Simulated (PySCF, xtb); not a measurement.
Zn(Cl)(Et) (C2H5ClZn), SMILES C[CH2][Zn][Cl]. The values are those of a single conformer.

Harmonic wavenumbers (cm⁻¹) from GFN2-xTB in xtb at its own minimum, in rising order: 26, 40, 196, 217, 264, 426, 635, 942, 995, 1059, 1202, 1227, 1413, 1469, 1490, 1496, 2986, 3005, 3016, 3022, 3030.

Problem. What does PBE0-D3(BJ)/def2-SVP (PySCF 2.14.0) give at its own minimum? (Estimate from the structure and the level; the computed values follow.)

Solution. 74, 99, 236, 246, 395, 562, 635, 940, 970, 1054, 1211, 1246, 1396, 1433, 1472, 1480, 3041, 3061, 3113, 3122, 3141. Paired by order, the mean absolute difference is 48 cm⁻¹ and the zero-point energies are 40.3 and 41.4 kcal/mol.
